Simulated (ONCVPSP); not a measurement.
# Pseudopotential generation for germanium (Ge): ONCV, PW91, scalar-relativistic.

germanium, optimised norm-conserving Vanderbilt (ONCV), made with ONCVPSP 4.0.1 (PW91, scalar-relativistic). Core [Ar], reference 3d10 4s2 4p2. Waves: 4s: rc 1.80 bohr, ncon 4, nbas 8, qcut 3.9 1/bohr, 1 projector; 4p: rc 2.00 bohr, ncon 4, nbas 8, qcut 4.8 1/bohr, 3 projectors, debl 1.3 Ha; 3d: rc 0.95 bohr, ncon 4, nbas 8, qcut 15.8 1/bohr, local. Local part: the d channel. Core correction: none.

All-electron outer shells of the reference configuration (PW91, scalar-relativistic, ld1.x):

| shell | level (eV) | outermost node (bohr) | outermost maximum (bohr) |
| --- | --- | --- | --- |
| 3s | -168.48 | 0.26 | 0.54 |
| 3p | -115.67 | 0.23 | 0.54 |
| 3d | -29.39 | – | 0.50 |
| 4s | -11.80 | 0.77 | 1.75 |
| 4p | -3.94 | 0.82 | 2.22 |

What the tests gave:

```json
{
 "Cutoffs needed": "106 Ha and 117 Ha (the cutoffs (Ha) at which the residual kinetic energy of the hardest occupied pseudo-wave falls to 1 and 0.1 mHa per electron)",
 "Ghost test": "ghosts flagged at negative energy: s at -520.4 eV, p at -5.4 eV; no localised positive-energy state flagged; a true bound ghost makes a file unfit for plane-wave use",
 "Largest excitation error": "+29 meV (all-electron minus pseudo) for 3d10 4s1 4p0, out of 4 test configurations"
}
```

Generation and tests took about 2.8 s on one core of a shared server CPU.
